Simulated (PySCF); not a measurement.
# Computed properties of NbF4, SMILES [F][Nb+]([F])([F])[F], charge +1, multiplicity 1

NbF4, SMILES [F][Nb+]([F])([F])[F], charge +1, multiplicity 1. Geometry: PBE0-D3(BJ)/def2-SVP. The spin state was assumed, not searched. The isomer is the one that the SMILES or the coordinates give; other isomers of the formula were not compared. The def2 effective core potentials stand for the cores of Nb; spin–orbit coupling is left out. Other conformers were not sampled. All values are computed for the isolated molecule unless a solvent is named; none is compared with measurement here.

**Structure.** The optimised structure has Td symmetry. All 9 harmonic modes at PBE0-D3(BJ)/def2-SVP (PySCF) are real, so it is a minimum. With heavy atoms numbered as in [Nb+:1]([F:2])([F:3])([F:4])[F:5], the shortest bond between them is Nb1–F2 at 1.787 Å and the longest Nb1–F5 at 1.787 Å.

**Vibrations.** The strongest infrared lines (harmonic, unscaled, degenerate partners summed) lie at 843 cm⁻¹ (512 km/mol, F 76 %, Nb 24 %), 190 cm⁻¹ (64 km/mol, F 100 %). The softest mode is at 189 cm⁻¹ and the zero-point energy is 6.1 kcal/mol.

**Electronic structure.** ωB97X/def2-TZVPD (PySCF) places the frontier levels at -22.18 and -7.59 eV, a gap of 14.59 eV and a mean polarisability of 32.3 bohr³. PBE/def2-TZVPD (PySCF) at the same geometry gives -17.60 and -10.67 eV, so its gap is 7.66 eV narrower. An orbital gap is neither the optical nor the fundamental gap.

**Excitations.** TDDFT-PBE0/def2-SVPD (PySCF) has S1 at 7.64 eV (162 nm, f = 0.000, dark); the most intense of the 10 singlets computed lies at 8.44 eV (f = 0.03). Strengths of degenerate partners are summed. T1 (TDA) is at 7.23 eV. TDDFT-PBE/def2-SVPD (PySCF) puts S1 at 6.91 eV. No vertical singlet excitation falls in the visible range (under 3.1 eV).
